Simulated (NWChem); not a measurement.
# PbH₂, singlet; SMILES [PbH2]

Results from NWChem. Low-valent species are run as closed-shell singlets; no triplet was tried in these runs. Coordinates come from a PBE0/def2-SVP optimisation. def2 effective core potentials on Pb; no spin-orbit coupling. Vertical excitations in the gas phase; the lowest state need not have the same character in each row.

For level PBE/def2-SVP, TDA:

| Item | Value |
|---|---|
| lowest state with f > 0.02, singlet (eV) | 6.32 |
| oscillator strength of that bright state | 0.069 |
| orbital gap (eV) | 2.11 |

Q: How do the values read with level B3LYP/def2-SVP, TDA instead?

A: The lowest state with f > 0.02, singlet (eV) is 6.47 and the oscillator strength of that bright state comes out as 0.095. The orbital gap (eV) comes out as 3.42.
